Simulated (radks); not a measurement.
Values are calculated unless marked as measured or tabulated.
Question: The iron ion Fe23+, [He] 2s1. Code: a radial shooting solver on a logarithmic mesh with Libxc functionals. Model: non-relativistic Kohn-Sham, PBE, spin-polarised, spherical densities, point nucleus. Every spin shell is full or empty, so the densities are truly spherical. Functionals are evaluated on that one density, not self-consistently. Rank these orbital-free kinetic functionals by their error against the exact value of the orbitals, and give that value: Thomas-Fermi, von Weizsacker, TF + vW, TF + vW/9, TF + vW/5, LC94, APBEK, revAPBEK, Perdew 92, Thakkar, Pearson, LKT, PG1, DePristo-Kress, Ernzerhof.

Answer: Exact: 734.007 hartree. From best to worst, with 100 (|E| - |E exact|)/|E exact| (equal figures are ties): APBEK +0.10, LC94 +0.15, DePristo-Kress -0.17, Thakkar +0.32, TF + vW/9 +0.34, Perdew 92 +0.36, revAPBEK +0.90, Ernzerhof +3.15, Pearson -4.09, von Weizsacker -7.39, TF + vW/5 +8.57, Thomas-Fermi -9.95, PG1 +47.35, LKT +54.52, TF + vW +82.65.
